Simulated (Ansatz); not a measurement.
Basis sets compared for Al(H2S)Cl3 (AlH₂SCl₃). Total charge 0; singlet. Geometry PBE0-D4/def2-SVP. Ansatz on 4 threads of AMD EPYC 9R45 on a shared host; times are rough, and most runs start from earlier orbitals.

```xyz
7

Al   -0.0495    0.7370   -0.6864
S    -0.3233   -0.6755    1.3463
H    -0.5875   -1.8380    0.7053
H     0.9850   -0.9798    1.5131
Cl   -2.0708    0.8492   -1.2622
Cl    1.2075   -0.5088   -1.8367
Cl    0.8386    2.4159    0.2206
```

B3LYP takes the VWN-RPA correlation.

Binding counts from free atoms (Al doublet, S triplet, H doublet, Cl doublet) in the same basis, without a counterpoise term.

```json
{"level": "HF/STO-3G", "functions": "47", "energy (Eh)": "-1997.3868", "HOMO (eV)": "-10.24", "LUMO (eV)": "6.99", "binding per atom (eV)": "3.26", "wall time": "0.1 s"}
{"level": "HF/6-31G", "functions": "69", "energy (Eh)": "-2019.1113", "HOMO (eV)": "-12.54", "LUMO (eV)": "2.19", "binding per atom (eV)": "1.79", "wall time": "0.2 s"}
{"level": "PBE-D4/def2-SVP", "functions": "100", "energy (Eh)": "-2021.1475", "HOMO (eV)": "-7.07", "LUMO (eV)": "-1.74", "binding per atom (eV)": "3.18", "wall time": "0.35 s"}
{"level": "B3LYP-D4/6-31G", "functions": "69", "energy (Eh)": "-2022.5310", "HOMO (eV)": "-8.75", "LUMO (eV)": "-1.24", "binding per atom (eV)": "2.60", "wall time": "0.4 s"}
{"level": "PBE0-D4/def2-SVP", "functions": "100", "energy (Eh)": "-2021.3268", "HOMO (eV)": "-8.55", "LUMO (eV)": "-0.75", "binding per atom (eV)": "3.14", "wall time": "0.55 s"}
```

Task: Estimate the rows for HF/def2-TZVP, PBE-D4/def2-TZVP (with forces), B3LYP-D4/def2-TZVP, PBE0-D4/def2-TZVP.

Result: 
```csv
level,functions,energy (Eh),HOMO (eV),LUMO (eV),binding per atom (eV),wall time
HF/def2-TZVP,197,-2019.4189,-12.03,2.41,2.38,0.85 s
PBE-D4/def2-TZVP (with forces),197,-2021.8555,-7.33,-2.12,3.17,0.8 s
B3LYP-D4/def2-TZVP,197,-2022.8219,-8.44,-1.39,3.10,1.1 s
PBE0-D4/def2-TZVP,197,-2022.0260,-8.74,-1.13,3.15,1.1 s
```
